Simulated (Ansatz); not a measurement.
Computed with Ansatz on PBE0-D4/def2-TZVP structures; ΔE is electronic, products minus reactants. CCSD(T)/CBS adds triple-zeta CCSD(T) − MP2 to the extrapolated MP2 energy (def2 sets, frozen cores). Functionals use def2-TZVPP. Elements past krypton have def2 core potentials. For Ge, Te outer-core shells are correlated without core-valence functions, which leaves a few kJ/mol of doubt a bond. Scalar relativity is left out up to krypton. One conformer a species, not always the lowest.

Consider the ligand exchange at a Ge–C bond: `N[CH2][GeH2][OH]` + H₂Te → `[OH][GeH2][TeH]` + CH₃NH₂.

**Question.** Is it downhill or uphill in electronic energy at CCSD(T)/CBS, and by how much? (An estimate is asked.)

**Answer.** Ansatz gave: Downhill: ΔE = -0.90 eV.

**Question.** What do these levels give: revPBE-D4, B97M-V, revPBE, r2SCAN0, MP2/def2-SVP, SCS-MP2/def2-QZVPP? (Best estimate.)

**Answer.** The calculation gave: revPBE-D4 -0.93, B97M-V -0.86, revPBE -0.98, r2SCAN0 -0.96, MP2/def2-SVP -0.89, SCS-MP2/def2-QZVPP -0.92 eV.

**Question.** What do rigid-rotor, harmonic-oscillator terms from PBE0-D4/def2-TZVP frequencies (298.15 K, 1 bar) make of the CCSD(T)/CBS value? (An estimate is asked.)

**Answer.** The calculation gave: ΔZPE = +0.13 eV, ΔH = -0.78 eV, ΔS = 12 J/(mol·K), ΔG = -0.81 eV.

Largest T1 diagnostic among the species: 0.011.

Leaving LDA and LC-ωPBE aside and taking each functional with its dispersion term where it has one, the values, not all of them listed here, spread over 0.10 eV, from HSE06-D4 to B97M-V. LDA lies +0.08 eV from PBE without D4. At CCSD(T), def2-SVP lies +0.04 eV from the extrapolated value and def2-TZVPP +0.06 eV.
